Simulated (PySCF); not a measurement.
## Ba²⁺ (barium, charge +2): r2SCAN0 calculation

Configuration: [Xe], closed-shell 1S. All numbers are calculated (PySCF 2.14, scalar relativity by spin-free X2C-1e, in aug-cc-pVTZ-X2C (9s8p6d3f, 84 functions)).

```
Total energy                        : -8134.17 hartree
One-electron energy                 : -11075.74 hartree
Hartree (Coulomb) energy            : 3141.34 hartree
Exchange-correlation energy         : -199.76 hartree
⟨S²⟩                                : 0.0000
⟨L²⟩                                : 0.000
Sum of ⟨r⟩                          : 34.12 bohr
Sum of ⟨r²⟩                         : 44.00 bohr²
Langevin diamagnetic susceptibility : -34.8 ×10⁻⁶ cm³/mol
```

```
shell  electrons  mean orbital energy (eV)  rms radius, mean of both spins (bohr)
   1s          2                  -37347.4                                 0.0292
   2s          2                   -5954.3                                  0.119
   2p          6                   -5341.9                                  0.106
   3s          2                   -1283.8                                  0.311
   3p          6                   -1084.8                                  0.311
   3d         10                   -793.56                                  0.289
   4s          2                   -268.96                                  0.716
   4p          6                   -203.68                                  0.762
   4d         10                   -107.32                                  0.863
   5s          2                   -49.204                                   1.74
   5p          6                   -32.848                                   2.01
```

Spin-orbit coupling, which splits the p, d and f shells strongly at this Z, is absent.

Densities and radii are taken from the X2C orbitals without a picture-change correction, which distorts them close to the nucleus.
